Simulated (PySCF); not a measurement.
# How methods differ on the excitation energy of Bi²⁺

Bi²⁺ [Xe] 4f14 5d10 6s2 6p1 (2P) → Bi²⁺ [Xe] 4f14 5d10 6s1 6p2 (4P), as a difference of total energies. Computed with PySCF 2.14 in aug-cc-pVTZ-PP with ECP60MDF, with a scalar-relativistic core potential. Correlated levels: valence: 5s2 5p6 5d10 frozen. The calculations carry no spin-orbit coupling.

```csv
method,excitation energy (eV)
UHF,7.793
LDA,10.298
PBE,9.993
PBE0,9.573
r2SCAN,9.460
MN15,10.118
TPSS,9.821
r2SCANh,9.364
PW91,10.001
MP2 (valence),8.374
SCS-MP2 (valence),8.594
```

Problem. How much does correlation contribute at MP2 (valence)?

Solution. 8.374 − (7.793) = 0.581 eV, measured against UHF.

Spin-orbit coupling is strong in these open shells (close to jj coupling). The scalar numbers leave it out and a first-order estimate fails, so it can dominate the gap to the real levels.
